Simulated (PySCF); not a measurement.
A mixed set of molecules.

All values: CAM-B3LYP/def2-SVPD (PySCF) at GFN2-xTB geometries, gas phase, one conformer each. Core orbitals are frozen in the response; Δα² is half the sum of the squared differences of the principal polarisabilities.

Task: Rank by HOMO–LUMO gap, highest first.
A. `CCCC#N`
B. `CCc1ncco1`
C. `C[SiH2]CS[Si@@H](F)[SiH3]`
D. `C=C1C[C@@H]1N`
E. `C1=NCCC1`
F. `CPc1ccsc1`

Result: A (11.78 eV), E (10.14 eV), D (9.52 eV), B (9.32 eV), C (8.68 eV), F (8.25 eV).

Task: Rank by polarisability anisotropy Δα, highest first.
A. 1-pyrroline, `C1=NCCC1`
B. `[CH3:1][PH:2][c:3]1[cH:4][cH:5][s:6][cH:7]1` with C1–P2–C3–C4 75°
C. `[CH3:1][CH2:2][CH2:3][C:4]#[N:5]` with C1–C2–C3–C4 -64°
D. `[CH:1]#[C:2][CH2:3][NH:4][CH3:5]` with C2–C3–N4–C5 65°
E. `[CH2:1]=[C:2]1[CH2:3][C@@H:4]1[NH2:5]` with C3–C4–N5–H -148° and 92°
F. `[CH3:1][SiH2:2][CH2:3][S:4][Si@@H:5]([F:6])[SiH3:7]` with C1–Si2–C3–S4 62°, Si2–C3–S4–Si5 178°, C3–S4–Si5–F6 49°

Result: F (8.99 Å³), B (7.34 Å³), E (3.41 Å³), D (2.98 Å³), A (2.42 Å³), C (2.13 Å³).

Task: Rank by HOMO energy, lowest first.
A. `C1=NCCC1`
B. `s1cc(cc1)PC`
C. `C#CCNC`
D. `C1C(=C)[C@H]1N`
E. `CCC1=NC=CO1`
F. `CCCC#N`

Result: F (-10.77 eV), A (-8.78 eV), D (-8.46 eV), E (-8.27 eV), C (-8.15 eV), B (-7.75 eV).

All values together:

| SMILES | formula | μ (D) | HOMO (eV) | LUMO (eV) | α (Å³) | Δα (Å³) | electrons | α per electron (Å³) |
| --- | --- | --- | --- | --- | --- | --- | --- | --- |
| C#CCNC | C4H7N | 0.62 | -8.15 | 1.35 | 8.17 | 2.98 | 38 | 0.215 |
| CPc1ccsc1 | C5H7PS | 1.07 | -7.75 | 0.50 | 14.94 | 7.34 | 68 | 0.220 |
| C1=NCCC1 | C4H7N | 2.21 | -8.78 | 1.35 | 7.58 | 2.42 | 38 | 0.200 |
| CCCC#N | C4H7N | 4.09 | -10.77 | 1.01 | 7.62 | 2.13 | 38 | 0.201 |
| C=C1C[C@@H]1N | C4H7N | 1.36 | -8.46 | 1.06 | 8.44 | 3.41 | 38 | 0.222 |
| CCc1ncco1 | C5H7NO | 1.33 | -8.27 | 1.05 | 9.79 | 4.19 | 52 | 0.188 |
| C[SiH2]CS[Si@@H](F)[SiH3] | C2H11FSSi3 | 0.46 | -8.41 | 0.27 | 19.23 | 8.99 | 90 | 0.214 |

Conformers: `[CH:1]#[C:2][CH2:3][NH:4][CH3:5]` with C2–C3–N4–C5 65°; `[CH3:1][PH:2][c:3]1[cH:4][cH:5][s:6][cH:7]1` with C1–P2–C3–C4 75°; `[CH3:1][CH2:2][CH2:3][C:4]#[N:5]` with C1–C2–C3–C4 -64°; `[CH2:1]=[C:2]1[CH2:3][C@@H:4]1[NH2:5]` with C3–C4–N5–H -148° and 92°; `[CH3:1][CH2:2][c:3]1[n:4][cH:5][cH:6][o:7]1` with C1–C2–C3–N4 -93°; `[CH3:1][SiH2:2][CH2:3][S:4][Si@@H:5]([F:6])[SiH3:7]` with C1–Si2–C3–S4 62°, Si2–C3–S4–Si5 178°, C3–S4–Si5–F6 49°.

Task: How closely does the mean polarisability follow the number of electrons in this set?

Result: The correlation coefficient is 0.99; α per electron runs from 0.188 to 0.222 Å³.
